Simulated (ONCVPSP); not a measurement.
An all-electron radial function and its pseudo partner (Ni)

Columns: radius, all-electron u(r) and pseudo u(r) of the 3d shell (level -8.87 eV) of nickel in the configuration [Ne] 3s2 3p6 3d8 4s2; PBE, scalar-relativistic, ONCV scheme, ONCVPSP 4.0.1.

| r (bohr) | all-electron | pseudo |
| --- | --- | --- |
| 0.082 | 0.0600 | 0.0065 |
| 0.165 | 0.2591 | 0.0498 |
| 0.248 | 0.4978 | 0.1538 |
| 0.330 | 0.7002 | 0.3177 |
| 0.413 | 0.8469 | 0.5252 |
| 0.495 | 0.9352 | 0.7373 |
| 0.578 | 0.9758 | 0.9222 |
| 0.660 | 0.9801 | 1.0473 |
| 0.742 | 0.9602 | 1.1038 |
| 0.825 | 0.9245 | 1.0952 |
| 0.908 | 0.8796 | 1.0377 |
| 0.990 | 0.8308 | 0.9542 |
| 1.072 | 0.7804 | 0.8633 |
| 1.155 | 0.7297 | 0.7773 |
| 1.238 | 0.6804 | 0.7035 |
| 1.320 | 0.6339 | 0.6431 |
| 1.402 | 0.5898 | 0.5926 |
| 1.485 | 0.5480 | 0.5484 |
| 1.568 | 0.5089 | 0.5088 |
| 1.650 | 0.4729 | 0.4728 |
| 1.733 | 0.4391 | 0.4390 |
| 1.815 | 0.4081 | 0.4080 |
| 1.898 | 0.3790 | 0.3790 |
| 1.980 | 0.3524 | 0.3524 |
| 2.062 | 0.3278 | 0.3277 |
| 2.145 | 0.3047 | 0.3046 |

Question: How many radial nodes do the two functions have?

Answer: The all-electron 3d function has n − l − 1 = 0; the pseudo-wave has 0.

Question: At about which radius was the pseudo-wave matched?

Answer: 1.65 bohr. The columns agree to 0.0005 from 1.49 bohr on; several derivatives are matched, so the curves merge somewhat inside the radius.

Question: Is the pseudo-wave norm-conserving?

Answer: Yes: the ONCV scheme keeps the norm inside the radius equal to the all-electron one, which fixes the energy derivative of the logarithmic derivative at the level.
